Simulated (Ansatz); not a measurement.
A nudged elastic band was laid between two geometries of GaH5O2 (8 atoms, charge 0, multiplicity 1).

Level of theory: RHF/def2-SVP (Ansatz 0.2.0).

```yaml
movable_images: 6
climbing_image: no
spring: 5.0 eV/Å²
optimiser: quadratic models (default)
start_path: through a guess of the saddle point
force_threshold: 0.05 eV/Å
iteration_limit: 60
end_points: relaxed
```

Image 0:

```xyz
8
Properties=species:S:1:pos:R:3
Ga 0.129 -0.135 0.128
H 0.095 -0.943 1.488
H 1.417 0.094 -0.738
O -1.456 0.023 -0.746
H -2.141 -0.609 -0.598
O -0.305 1.886 0.824
H -1.139 1.992 0.373
H -0.443 2.075 1.742
```

Image 7:

```xyz
8
Properties=species:S:1:pos:R:3
Ga -0.358 0.185 -0.789
H 0.667 1.243 3.809
H 0.985 -0.435 -1.261
O -1.944 -0.163 -1.500
H -2.037 -0.766 -2.219
O -0.413 1.336 0.552
H -1.248 1.702 0.802
H 0.505 1.280 3.079
```

Question: What changes between the two ends?

Answer: Bonds broken: Ga1–H2, O6–H8. Bonds formed: H2–H8. GaH5O2 becomes GaH3O2 + H2.

Question: Give the energies along the band, and the barrier.

Answer: It converged. The highest image is number 2 of 0 to 7, 1.08 eV above the first end and 0.76 eV above the last; the last end lies 0.32 eV above the first. No image climbed, so the highest image needn't sit at the top of the path. A band with more images between the same ends climbed to 1.73 eV, so this one has probably stepped over the top. The orbitals stay closed-shell, which can raise the energy where a bond breaks towards radicals; this wasn't checked here.

```
image  path coordinate (Å)  energy (eV)  Ga1–H2 (Å)  O6–H8 (Å)  H2–H8 (Å)
    0                 0.00         0.00        1.58       0.95       3.08
    1                 1.04         0.12        1.59       0.95       2.45
    2                 2.09         1.08        1.73       1.01       1.42
    3                 3.13         0.58        2.37       2.10       0.75
    4                 4.17         0.34        3.21       2.85       0.75
    5                 5.21         0.33        3.91       2.79       0.75
    6                 6.25         0.32        4.45       2.72       0.75
    7                 7.29         0.32        4.83       2.69       0.75
```

Question: What is the geometry of the highest image?

Answer: 
```xyz
8
Properties=species:S:1:pos:R:3
Ga -0.152 0.146 -0.034
H -0.243 -0.116 1.676
H 1.226 -0.024 -0.745
O -1.709 -0.293 -0.799
H -1.754 -1.214 -1.015
O -0.160 1.993 0.848
H -0.893 2.589 0.955
H -0.158 1.302 1.587
```

Run time: 6.1 min on 1 thread of Arm Neoverse V1 (shared host), peak memory 0.17 GiB.
